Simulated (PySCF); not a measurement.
**Basis-set dependence of TlC at MP2**

PySCF, UHF reference; quartet, unpaired electrons σ ↑, π ↑↑; De to Tl + C without counterpoise correction. Frozen cores follow the default of each basis and core potential.

| basis | relativity | functions | Re (Å) | ωe (cm⁻¹) | De (eV) | frozen orbitals |
| --- | --- | --- | --- | --- | --- | --- |
| cc-pVDZ-PP/cc-pVDZ | scalar-relativistic core potentials | 37 | 2.301 | 443 | 2.34 | 5 |
| def2-SVP | scalar-relativistic core potentials | 40 | 2.303 | 445 | 2.37 | 5 |
| def2-SVPD | scalar-relativistic core potentials | 52 | 2.319 | 431 | 2.52 | 5 |
| aug-cc-pVDZ-PP/aug-cc-pVDZ | scalar-relativistic core potentials | 55 | 2.315 | 429 | 2.53 | 5 |
| def2-TZVPP | scalar-relativistic core potentials | 81 | 2.277 | 445 | 2.61 | 5 |

Task: How does each smaller set differ from the one with most functions, def2-TZVPP?

Result: cc-pVDZ-PP/cc-pVDZ: +2.4 pm, -0.4 % in ωe, -0.27 eV in De; def2-SVP: +2.6 pm, +0.0 % in ωe, -0.24 eV in De; def2-SVPD: +4.2 pm, -3.1 % in ωe, -0.09 eV in De; aug-cc-pVDZ-PP/aug-cc-pVDZ: +3.8 pm, -3.6 % in ωe, -0.08 eV in De. All at MP2; the set with most functions is neither the basis-set limit nor always the best.

Correlated steps freeze 5 core orbitals. Correlated levels converge slowly with the basis: in double zeta they bind strong bonds too weakly, by up to about 1 eV, and carry superposition errors of some tenths. Spin–orbit coupling is left out, which matters for elements this heavy, above all for dissociation energies. The state is the lowest determinant that a PBE0 search found; another state may lie lower at other levels.
